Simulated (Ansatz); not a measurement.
Isolated molecules relaxed with PBE0-D4/def2-TZVP in Ansatz; ΔE leaves out vibrations. CCSD(T)/CBS is the MP2 limit (def2-TZVPP, def2-QZVPP) plus CCSD(T) − MP2 in def2-TZVPP, frozen cores. This one scheme is used for every species. DFT in def2-TZVPP. One conformer a species, not always the lowest.

Reaction (hydrogenolysis of a C–C bond): `CC/C=C/[SiH3]` + H₂ → `C=C[SiH3]` + `CC`

`CC/C=C/[SiH3]`:

Z-matrix (Å, degrees):
```
C
C 1 1.525
H 1 1.092 2 110.9
H 1 1.092 2 111.1 3 120.3
H 1 1.093 2 111.1 3 -119.7
C 2 1.492 1 112.2 3 61.9
H 2 1.094 1 110.4 3 -60.7
H 2 1.097 1 108.9 3 -177.6
C 6 1.333 2 125.9 1 -120.3
H 6 1.092 2 115.1 1 58.8
Si 9 1.854 6 123.1 2 179.3
H 9 1.091 6 117.7 2 -0.7
H 11 1.489 9 111.3 6 120.1
H 11 1.488 9 109.0 6 -0.2
H 11 1.489 9 111.3 6 -120.5
```

H₂:

Cartesian coordinates in Å:
```
H 0.217 0.252 -0.169
H -0.217 -0.252 0.169
```

`C=C[SiH3]`:

```xyz
9

C     1.531    0.197   -0.021
C     0.289    0.670    0.021
Si   -1.215   -0.422    0.007
H     1.735   -0.870   -0.067
H     2.400    0.849   -0.012
H     0.153    1.750    0.066
H    -2.032   -0.214    1.233
H    -0.781   -1.843   -0.060
H    -2.081   -0.117   -1.165
```

`CC`:

Cartesian coordinates in Å:
```
C 0.655 -0.345 0.169
C -0.655 0.345 -0.169
H 1.420 -0.139 -0.584
H 1.046 -0.010 1.133
H 0.532 -1.429 0.223
H -1.420 0.139 0.584
H -1.045 0.010 -1.133
H -0.532 1.429 -0.223
```

```tsv
level	ΔE (kJ/mol)
ωB97X-V	-46.7
SCS-MP2/def2-TZVPP	-45.9
CCSD/def2-TZVPP	-51.2
MP2/CBS(def2)	-38.5
```

(1) What does CCSD(T)/CBS give? (Best estimate.)

Largest T1 diagnostic among the species: 0.011.

Results:

(1) Computed: -44.9 kJ/mol. The listed levels differ from it by -1.8, -1.0, -6.3, 6.4 kJ/mol.

In def2-TZVPP, CCSD(T) changes the Hartree–Fock value by +22.4 kJ/mol (the triples alone add +4.9 kJ/mol) and MP2 by +28.8 kJ/mol. The D4 term adds +10.8 kJ/mol with B3LYP and +6.2 kJ/mol with PBE0; it sums over pairs of atoms, weighted by their polarisabilities, and B3LYP, whose exchange is more repulsive, gets the larger term.

B3LYP here is the variant with VWN-RPA as its local correlation; programs differ in this.
